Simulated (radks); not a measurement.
Results of a calculation; reference values are marked as such.
Pt II, 77 electrons, occupied as [Xe] 4f14 5d9.

Level of theory: Dirac Kohn-Sham, LDA (Slater exchange, Perdew-Wang correlation), spin-unpolarised, spherical densities, finite nucleus; open shells fill j = l - 1/2 first; Fermi nuclear charge, rms radius 5.427 fm (a radial shooting solver on a logarithmic mesh with Libxc functionals).

Energy parts (hartree):
part                       energy
total                 -18432.2376
kinetic                21069.4664
electron-nucleus      -46319.4757
Hartree                 7164.3128
exchange-correlation    -346.5411

Orbitals (lengths in bohr, moments of r in powers of bohr):
orbital  occ.  eigenvalue (hartree)    <1/r>  small-component weight
1s1/2       2             -2874.429    93.82                8.73e-02
2s1/2       2             -504.9093    23.02                2.00e-02
2p1/2       2             -484.2467    22.99                2.01e-02
2p3/2       4             -420.7808    18.86                1.79e-02
3s1/2       2             -118.8056    8.448                6.65e-03
3p1/2       2             -109.4715    8.368                6.60e-03
3p3/2       4             -95.52408    7.291                5.97e-03
3d3/2       4             -79.86251    7.191                5.86e-03
3d5/2       6             -76.85344    6.944                5.69e-03
4s1/2       2             -25.73709    3.573                2.25e-03
4p1/2       2             -21.77142    3.466                2.15e-03
4p3/2       4             -18.44054    3.089                1.91e-03
4d3/2       4             -11.91670    2.885                1.71e-03
4d5/2       6             -11.29715    2.797                1.65e-03
4f5/2       6              -2.95386    2.408                1.27e-03
4f7/2       8              -2.82679    2.373                1.24e-03
5s1/2       2              -4.04530    1.436                5.55e-04
5p1/2       2              -2.77515    1.308                4.71e-04
5p3/2       4              -2.22136    1.168                3.96e-04
5d3/2       4              -0.56569   0.8236                2.03e-04
5d5/2       5              -0.51502   0.7871                1.87e-04
5f5/2       0              -0.03256  0.07031                1.07e-06
5f7/2       0              -0.03256  0.07030                1.07e-06
6s1/2       0              -0.48626   0.4725                6.88e-05
6p1/2       0              -0.27884   0.3711                4.14e-05
6p3/2       0              -0.24111   0.3342                3.42e-05
6d3/2       0              -0.07350   0.1669                9.55e-06
6d5/2       0              -0.07172   0.1626                9.33e-06

The highest occupied level is 5d5/2 at -14.014 eV. Summed over all electrons, <r^2> = 49.03 bohr^2, which gives a Langevin (diamagnetic) susceptibility term of -38.8 x 10^-6 cm^3/mol. For comparison, the ionisation energy in NIST's Atomic Spectra Database is 18.6 eV (measured). In exact Kohn-Sham theory the highest level is minus the ionisation energy, but local and semilocal functionals leave it too shallow, through self-interaction and a potential that decays too fast; potentials with the right tail come closer. The density falls to 0.001 e/bohr^3 at r = 3.85 bohr.

Beside tabulated values, note that spin-unpolarised runs miss the spin-polarisation part of the exchange energy of open shells.
